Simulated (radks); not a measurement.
Q: Radial electron density D(r) = 4 pi r^2 rho(r) of an atom or ion with 54 electrons. Method: scalar-relativistic Kohn-Sham, PBEsol, spin-polarised, spherical densities, finite nucleus; Fermi nuclear charge, rms radius of each element as measured or else 0.836 A^(1/3) + 0.57 fm; computed with a radial shooting solver on a logarithmic mesh with Libxc functionals.

| r (bohr) | D(r) (e/bohr) |
|---|---|
| 0.001895 | 6.160 |
| 0.002189 | 7.776 |
| 0.002528 | 9.767 |
| 0.002919 | 12.20 |
| 0.003372 | 15.13 |
| 0.003894 | 18.64 |
| 0.004497 | 22.75 |
| 0.005193 | 27.49 |
| 0.005998 | 32.84 |
| 0.006871 | 38.37 |
| 0.007936 | 44.59 |
| 0.009165 | 50.93 |
| 0.01058 | 57.04 |
| 0.01222 | 62.49 |
| 0.01412 | 66.79 |
| 0.0163 | 69.51 |
| 0.01883 | 70.36 |
| 0.02174 | 69.35 |
| 0.02491 | 67.06 |
| 0.02877 | 64.08 |
| 0.03323 | 61.79 |
| 0.03837 | 61.58 |
| 0.04432 | 64.49 |
| 0.05118 | 70.65 |
| 0.05911 | 78.86 |
| 0.06826 | 86.66 |
| 0.07884 | 91.06 |
| 0.09032 | 90.13 |
| 0.1043 | 83.76 |
| 0.1205 | 74.56 |
| 0.1391 | 67.13 |
| 0.1607 | 65.33 |
| 0.1856 | 69.50 |
| 0.2143 | 75.44 |
| 0.2475 | 76.69 |
| 0.2858 | 69.03 |
| 0.3275 | 54.88 |
| 0.3782 | 38.69 |
| 0.4368 | 28.08 |
| 0.5044 | 25.61 |
| 0.5825 | 28.09 |
| 0.6727 | 29.90 |
| 0.7769 | 27.56 |
| 0.8973 | 21.63 |
| 1.036 | 14.96 |
| 1.187 | 10.18 |
| 1.371 | 7.338 |
| 1.583 | 6.064 |
| 1.829 | 5.296 |
| 2.112 | 4.398 |
| 2.439 | 3.286 |
| 2.817 | 2.163 |
| 3.253 | 1.243 |
| 3.757 | 0.6202 |
| 4.304 | 0.2812 |
| 4.971 | 0.1050 |
| 5.741 | 0.03308 |
| 6.63 | 0.008536 |
| 7.657 | 0.001746 |

What is the nuclear charge?

A: Z = 54. The innermost maximum, from 1s, lies near gamma/Z bohr with gamma = sqrt(1 - (Z/c)^2) = 0.919, here 0.017 bohr (found: 0.0187), and its height grows with Z. The density is that of neutral xenon in [Xe]; the configuration itself is not fixed sharply by these data, and Z only to a few units. D(r) has 4 maxima, at r = 0.0187, 0.0827, 0.236, 0.673 bohr, and minima at 0.0363, 0.156, 0.492 bohr, inside which lie 1.98, 11.19, 28.95 electrons.
